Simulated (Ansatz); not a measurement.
C$_{2}$H$_{4}$AlFO (`C=[C](F)[AlH][OH]`). The species carries charge 0 and has multiplicity 1. The structure was optimised at the PBE0-D4/def2-TZVP level. It is one conformer, not always the lowest.

```xyz
9

C    -0.156    0.320    1.638
C     0.190    0.857    0.475
F     0.593    2.157    0.464
Al    0.168   -0.082   -1.238
O    -0.350   -1.690   -1.107
H    -0.479   -0.713    1.663
H    -0.128    0.881    2.567
H     0.583    0.563   -2.618
H    -0.421   -2.293   -1.844
```

Problem. What is the dipole moment at r2SCAN/def2-TZVPP? (Best estimate.)

Solution. Computed: 1.81 D, with components (-0.34, -1.54, -0.88) D in this frame, pointing from negative to positive charge.

Problem. And with PBE, B3LYP, ωB97M-V? (Best estimate.)

Solution. Ansatz gave: PBE 1.73 D, B3LYP 1.86 D, ωB97M-V 1.90 D.

Problem. Give the Mulliken charges with r2SCAN, B3LYP, ωB97M-V in def2-TZVPP. (Estimate.)

Solution. The calculation gave: 
```tsv
atom	r2SCAN	B3LYP	ωB97M-V
C1	-0.17	-0.22	-0.20
C2	0.00	0.06	0.01
F3	-0.22	-0.23	-0.22
Al4	0.58	0.52	0.51
O5	-0.44	-0.41	-0.39
H6	0.10	0.12	0.12
H7	0.09	0.11	0.11
H8	-0.14	-0.13	-0.10
H9	0.19	0.17	0.16
```

B3LYP here is the variant with VWN-RPA as its local correlation; programs differ in this.
